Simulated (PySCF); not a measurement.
Si(Me)(Vi)2(OH), C5H10OSi, SMILES C=C[Si](C)(O)C=C, GFN2-xTB optimised geometry.

```
17

C      1.62    -0.66     0.82
C      0.87     0.05     0.00
Si    -1.03     0.05     0.00
C     -1.62     1.86     0.00
O     -1.62    -0.77     1.28
C     -1.69    -0.87    -1.51
C     -2.42    -1.97    -1.45
H      2.70    -0.65     0.79
H      1.18    -1.31     1.56
H      1.37     0.68    -0.73
H     -1.21     2.42     0.84
H     -2.70     1.92     0.06
H     -1.31     2.38    -0.90
H     -1.42    -0.50     2.17
H     -1.44    -0.46    -2.48
H     -2.68    -2.42    -0.51
H     -2.78    -2.48    -2.34
```

Density from PBE0/def2-SVP in PySCF at that geometry.

Minimum of the electron density along straight lines between bonded atoms, close to the bond critical point (lines longer than 1.1 times the sum of covalent radii, or with two minima, are not listed):

```tsv
bond	length / Å	ρ at the minimum / e bohr⁻³	∇²ρ there / e bohr⁻⁵	position (fraction from the first atom)
C1–C2	1.324	0.342	-0.91	0.51
C2–Si3	1.894	0.112	0.34	0.62
Si3–C4	1.907	0.111	?	0.38
Si3–O5	1.637	?	1.05	0.41
Si3–C6	1.885	0.114	0.34	0.38
C6–C7	1.323	0.342	-0.91	0.50
C1–H8	1.080	0.282	-1.08	0.63
C1–H9	1.079	0.283	-1.09	0.63
C2–H10	1.083	0.277	-1.02	0.63
C4–H11	1.087	0.270	-0.96	0.62
C4–H12	1.086	0.272	-0.97	0.62
C4–H13	1.085	0.271	-0.96	0.62
O5–H14	0.953	0.357	?	0.82
C6–H15	1.084	0.277	-1.01	0.62
C7–H16	1.077	0.286	-1.12	0.64
C7–H17	1.080	0.282	-1.08	0.63
```

### Question
What belongs in the gaps?

### Answer

- Si3–C4, ∇²ρ there / e bohr⁻⁵: 0.31
- Si3–O5, ρ at the minimum / e bohr⁻³: 0.126
- O5–H14, ∇²ρ there / e bohr⁻⁵: -2.45
